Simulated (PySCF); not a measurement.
CH13NOSSi4.
Numbering: `[CH3:1][Si@@:2]([OH:3])([S:4][SiH3:5])[N:6]([SiH3:7])[SiH3:8]` (hydrogens: H9, H10, H11 on C1; H12 on O3; H13, H14, H15 on Si5; H16, H17, H18 on Si7; H19, H20, H21 on Si8)

Geometry (PBE0-D3(BJ)/def2-SVP, Å), atoms numbered from 1 in this order:
```
atom  x, y, z in Å
C1     1.2576    1.6239    0.1843
Si2    0.4501    0.0309   -0.3143
O3     0.4742   -0.0256   -1.9786
S4     1.4067   -1.7109    0.5290
Si5    3.4796   -1.1714    0.3501
N6    -1.2115   -0.0896    0.1866
Si7   -1.6382   -0.2657    1.8823
Si8   -2.4523   -0.1744   -1.0562
H9     1.2440    1.7502    1.2768
H10    0.7016    2.4579   -0.2720
H11    2.3000    1.6809   -0.1636
H12    0.4104   -0.9013   -2.3733
H13    3.8730   -0.1499    1.3653
H14    4.2606   -2.4202    0.5749
H15    3.7695   -0.6314   -1.0120
H16   -2.8288    0.5813    2.1924
H17   -0.4815    0.1932    2.7072
H18   -1.9596   -1.6796    2.2430
H19   -2.5177    1.0708   -1.8753
H20   -3.7543   -0.3623   -0.3464
H21   -2.2503   -1.3393   -1.9717
```

Theory: PBE0-D3(BJ)/def2-SVP geometry optimisation, gas phase in PySCF.

Masses are those of the commonest isotopes; rigid-rotor values at the optimised geometry. The values belong to one conformer with, in the numbering `[CH3:1][Si@@:2]([OH:3])([S:4][SiH3:5])[N:6]([SiH3:7])[SiH3:8]`, C1–Si2–O3–H 157°, C1–Si2–S4–Si5 -40°, C1–Si2–N6–Si7 -70°.

Q: What are A, B and C (cm⁻¹)?

A: Ia = 376.99, Ib = 927.04, Ic = 1051.21 u·Å²; 505379 MHz·u·Å²/I gives 1341, 545.2 and 480.8 MHz, that is A = 0.04472, B = 0.01818, C = 0.01604 cm⁻¹.

Q: What kind of rotor is it?

A: An asymmetric top. Ray's parameter κ = (2B − A − C)/(A − C) = -0.850; −1 is the prolate and +1 the oblate limit.

Q: What does the inertial defect say?

A: Not planar: Δ = Ic − Ia − Ib = -252.82 u·Å². For a rigid frame Δ = −2 Σ m c², so Σ m c² = 126.41 u·Å² lies off the ab plane: 30.42 from hydrogen and 95.99 from heavier atoms. The atom farthest from that plane is 2.70 Å away.

Q: Give the other two planar moments, Paa and Pbb, and the rms extents of the mass along the axes.

A: Paa = Σ m a² = (Ib + Ic − Ia)/2 = 800.63 and Pbb = Σ m b² = (Ia + Ic − Ib)/2 = 250.58 u·Å². With the mass M = 198.98 u, the rms extents √(P/M) along a, b and c are 2.01, 1.12, 0.80 Å.

Q: List the rotational levels J(Ka,Kc) to J = 5 (MHz).

A: Above 0(0,0):
J = 1: 1(0,1) 1026, 1(1,1) 1821, 1(1,0) 1886
J = 2: 2(0,2) 3074, 2(1,2) 3809, 2(1,1) 4002, 2(2,1) 6388, 2(2,0) 6392
J = 3: 3(0,3) 6137, 3(1,3) 6788, 3(1,2) 7174, 3(2,2) 9466, 3(2,1) 9485, 3(3,1) 13606, 3(3,0) 13606
J = 4: 4(0,4) 10204, 4(1,4) 10755, 4(1,3) 11398, 4(2,3) 13567, 4(2,2) 13622, 4(3,2) 17717, 4(3,1) 17718, 4(4,1) 23504, 4(4,0) 23504
J = 5: 5(0,5) 15262, 5(1,5) 15709, 5(1,4) 16671, 5(2,4) 18688, 5(2,3) 18815, 5(3,3) 22858, 5(3,2) 22862, 5(4,2) 28641, 5(4,1) 28642, 5(5,1) 36082, 5(5,0) 36082
Those of J = 1 are B + C, A + C and A + B.

Q: Which types of transition are allowed, and where do some lines up to J = 3 fall?

A: The dipole components are |μa| = 0.67 D, |μb| = 0.51 D, |μc| = 0.53 D. Intensities carry the squares of the components, which stand as 1.00 : 0.58 : 0.62 (a : b : c). Some lines, for components of 0.1 D or more:

| type | branch | J(Ka,Kc) | MHz | lower level (cm⁻¹) |
| --- | --- | --- | --- | --- |
| a | Q | 3(1,2) ← 3(1,3) | 386 | 0.226 |
| c | Q | 2(1,2) ← 2(0,2) | 735 | 0.103 |
| b | R | 3(1,2) ← 2(2,1) | 786 | 0.213 |
| c | Q | 1(1,1) ← 1(0,1) | 795 | 0.034 |
| b | Q | 3(1,2) ← 3(0,3) | 1037 | 0.205 |
| b | R | 2(0,2) ← 1(1,1) | 1253 | 0.061 |
| c | R | 1(1,0) ← 0(0,0) | 1886 | 0.000 |
| a | R | 2(0,2) ← 1(0,1) | 2048 | 0.034 |
| c | Q | 3(2,2) ← 3(1,2) | 2292 | 0.239 |
| b | Q | 3(2,1) ← 3(1,2) | 2311 | 0.239 |
| b | Q | 2(2,0) ← 2(1,1) | 2390 | 0.133 |
| b | Q | 2(2,1) ← 2(1,2) | 2579 | 0.127 |
| b | Q | 3(2,2) ← 3(1,3) | 2678 | 0.226 |
| b | R | 2(1,2) ← 1(0,1) | 2783 | 0.034 |
| c | R | 2(1,1) ← 1(0,1) | 2976 | 0.034 |
| a | R | 3(1,3) ← 2(1,2) | 2979 | 0.127 |
| a | R | 3(0,3) ← 2(0,2) | 3063 | 0.103 |
| a | R | 3(1,2) ← 2(1,1) | 3172 | 0.133 |
| b | Q | 3(3,0) ← 3(2,1) | 4122 | 0.316 |
| c | R | 2(2,1) ← 1(1,1) | 4567 | 0.061 |
| b | R | 2(2,0) ← 1(1,1) | 4571 | 0.061 |
| b | R | 3(2,2) ← 2(1,1) | 5464 | 0.133 |
| c | R | 3(2,1) ← 2(1,1) | 5483 | 0.133 |
| c | R | 3(3,0) ← 2(2,0) | 7214 | 0.213 |

No frequency check. These are rigid-rotor constants of the computed structure; measured ground-state constants (B0) also hold zero-point vibration. A rigid rotor knows nothing of internal rotation, which can split or shift real lines. Quadrupole hyperfine structure (14N) is left out.

Rough CPU time on one thread of a shared machine: about 16 min. This is the geometry optimisation.
